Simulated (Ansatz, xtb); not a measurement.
## AlH6Si2Sn+: which of two structures lies lower

Structure X is a singlet given by its coordinates and structure Y is a singlet given by its coordinates. Both are isolated ions in the gas phase, relaxed with B3LYP-D3(BJ)/def2-SVP.

X (Å):

```xyz
10

Al    0.5167   -1.1921    0.1953
Si   -1.8323   -1.8641    0.1781
Si    2.8718   -1.6445    0.7213
Sn   -1.7297    0.3078   -1.2095
H    -2.5137   -2.5792    1.2848
H    -0.5907   -2.7419   -0.1870
H     0.1275   -0.4953   -1.3511
H     3.3880   -2.5250   -0.3609
H     3.5582   -0.3250    0.7360
H     2.9092   -2.3089    2.0501
```

Close contacts (Å): Al1–Si2 2.44, Al1–Si3 2.46, Al1–Sn4 3.04, Si2–Sn4 2.58, Al1–H6 1.94, Al1–H7 1.74, Si2–H5 1.48, Si2–H6 1.56, Si3–H8 1.49, Si3–H9 1.49, Si3–H10 1.49, Sn4–H7 2.03.

Y (Å):

```yaml
atoms:
  - { symbol: Al, position_ang: [-1.9454, 0.0097, -0.4160] }
  - { symbol: Si, position_ang: [0.1920, 1.1348, -0.5835] }
  - { symbol: Si, position_ang: [2.1161, 0.3104, -1.6899] }
  - { symbol: Sn, position_ang: [-0.9173, 1.9163, 1.6421] }
  - { symbol: H, position_ang: [-2.9854, -0.9579, -1.0663] }
  - { symbol: H, position_ang: [-2.5338, 1.3063, 0.5389] }
  - { symbol: H, position_ang: [-1.0049, 1.1158, -1.6188] }
  - { symbol: H, position_ang: [3.0702, 0.0009, -0.5949] }
  - { symbol: H, position_ang: [1.6972, -0.8993, -2.4428] }
  - { symbol: H, position_ang: [2.6025, 1.3974, -2.5756] }
```

Close contacts (Å): Al1–Si2 2.42, Al1–Sn4 2.99, Si2–Si3 2.37, Si2–Sn4 2.61, Al1–H5 1.56, Al1–H6 1.71, Al1–H7 1.89, Si2–H7 1.58, Si3–H8 1.48, Si3–H9 1.49, Si3–H10 1.48, Sn4–H6 2.05.

Question: Estimate E(Y) − E(X) at the level CCSD(T)/def2-SVP + ΔMP2/def2-TZVPP.

Answer: Calculated at CCSD(T)/def2-SVP + ΔMP2/def2-TZVPP: E(Y) − E(X) = −7.57 kJ/mol, so structure Y lies lower.

The same difference at several levels:

```tsv
level	geometry	E(Y) − E(X) (kJ/mol)	departure from the last row (kJ/mol)	job, with rough time for the two
B3LYP-D3(BJ)/def2-SVP	B3LYP-D3(BJ)/def2-SVP	−8.21	−0.64	optimisation, 2.4 min
HF/def2-SVP	B3LYP-D3(BJ)/def2-SVP	−11.86	−4.29	part of the CCSD(T) run
MP2/def2-SVP	B3LYP-D3(BJ)/def2-SVP	−13.08	−5.51	part of the CCSD(T) run
CCSD(T)/def2-SVP	B3LYP-D3(BJ)/def2-SVP	−8.10	−0.53	single point
CCSD(T)/def2-SVP + ΔMP2/def2-TZVPP	B3LYP-D3(BJ)/def2-SVP	−7.57		single point, 28 s
```

The levels shown agree on the order. The largest departure from CCSD(T)/def2-SVP + ΔMP2/def2-TZVPP is that of MP2/def2-SVP, 5.51 kJ/mol. Levels run at GFN2-xTB geometries aren't shown. The last row adds to CCSD(T) the change of the MP2 difference between the two basis sets, here +0.53 kJ/mol.

With harmonic frequencies from B3LYP-D3(BJ)/def2-SVP (ideal gas, rigid rotor, one conformer each, 298.15 K, 1 atm): on the last row, ΔE + ΔZPE = −7.90 kJ/mol. A mode under 50 cm⁻¹ makes harmonic enthalpies and free energies unreliable, so none is given.

The correlated steps freeze 19 core orbitals; the filled d shell of Sn is correlated, in a basis made for valence electrons. Atoms past krypton carry core potentials in the def2 sets and no spin–orbit term is included. Programs: Ansatz 0.2.0; the last row on 2 threads of Intel(R) Xeon(R) 6975P-C (Granite Rapids) on a shared host.
